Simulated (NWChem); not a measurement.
Molecule: C2H6OSi; SMILES CC(=O)[SiH3]

All runs: NWChem. Medium grid unless said otherwise, to which SCAN and Minnesota functionals are sensitive. Coordinates come from a PBE0/def2-SVP optimisation. Hybrids' shares of exact exchange are those that their runs print; pure functionals count as 0. The functionals differ in more than this share.

```
row               share of exact exchange  highest occupied level (eV)
----------------  -----------------------  ---------------------------
PBE/def2-SVP                         0.00                        -5.36
N12/def2-SVP                         0.00                        -5.32
B3LYP/def2-SVP                       0.20                     withheld
PBE0/def2-SVP                        0.25                        -6.87
r2SCAN0/def2-SVP                     0.25                        -7.09
PW6B95/def2-SVP                      0.28                        -6.99
```

Fit a straight line of the last column on the one before it, predict the withheld value, and compare with the run.


1. Means of the 5 shown rows: x = 0.156, y = -6.326. Slope Σ(x − x̄)(y − ȳ)/Σ(x − x̄)² = -0.5129/0.08172 = -6.277; intercept -5.347.
2. The shown rows scatter about the line by 0.096 (root mean square); the largest residual is -0.17, at r2SCAN0/def2-SVP.
3. At x = 0.20 (B3LYP/def2-SVP; inside the shown range) the line gives -6.60.
4. The run gives -6.59, +0.01 from the line, 0.1 times the scatter.
